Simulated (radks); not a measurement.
Species: Se5+. Configuration: [Ar] 3d10 4s1.

All-electron calculation, Dirac Kohn-Sham, exchange-only PBE, spin-unpolarised, spherical densities, finite nucleus; Fermi nuclear charge, rms radius 4.14 fm. Program: a radial shooting solver on a logarithmic mesh with Libxc functionals.

Energy parts (hartree):
| part | energy |
|---|---|
| total | -2422.28067 |
| kinetic | 2481.86093 |
| electron-nucleus | -5777.37793 |
| Hartree | 957.79723 |
| exchange | -84.56090 |

Orbitals (lengths in bohr, moments of r in powers of bohr; r(max) is where P^2 peaks; r(90%) holds 90 % of the orbital's charge):
| orbital | occ. | eigenvalue (hartree) | r(max) | <r^2> | r(90%) |
|---|---|---|---|---|---|
| 1s1/2 | 2 | -462.0017 | 0.02880 | 0.002616 | 0.0788 |
| 2s1/2 | 2 | -61.54936 | 0.1645 | 0.04521 | 0.303 |
| 2p1/2 | 2 | -55.48507 | 0.1295 | 0.03484 | 0.276 |
| 2p3/2 | 4 | -53.94898 | 0.1327 | 0.03630 | 0.281 |
| 3s1/2 | 2 | -10.31425 | 0.5021 | 0.3780 | 0.854 |
| 3p1/2 | 2 | -8.23764 | 0.4942 | 0.3955 | 0.888 |
| 3p3/2 | 4 | -8.02060 | 0.5028 | 0.4095 | 0.904 |
| 3d3/2 | 4 | -4.43401 | 0.4497 | 0.4729 | 1.02 |
| 3d5/2 | 6 | -4.40050 | 0.4524 | 0.4788 | 1.03 |
| 4s1/2 | 1 | -2.74948 | 1.393 | 2.690 | 2.24 |

The highest occupied level is 4s1/2 at -74.817 eV. The electron density at the nucleus is 3.975e+04 e/bohr^3. For comparison, the ionisation energy in NIST's Atomic Spectra Database is 81.83 eV (measured). In exact Kohn-Sham theory the highest level is minus the ionisation energy, but local and semilocal functionals leave it too shallow, through self-interaction and a potential that decays too fast; potentials with the right tail come closer. The density falls to 0.001 e/bohr^3 at r = 2.67 bohr.

Beside tabulated values, note that spin-unpolarised runs miss the spin-polarisation part of the exchange energy of open shells.
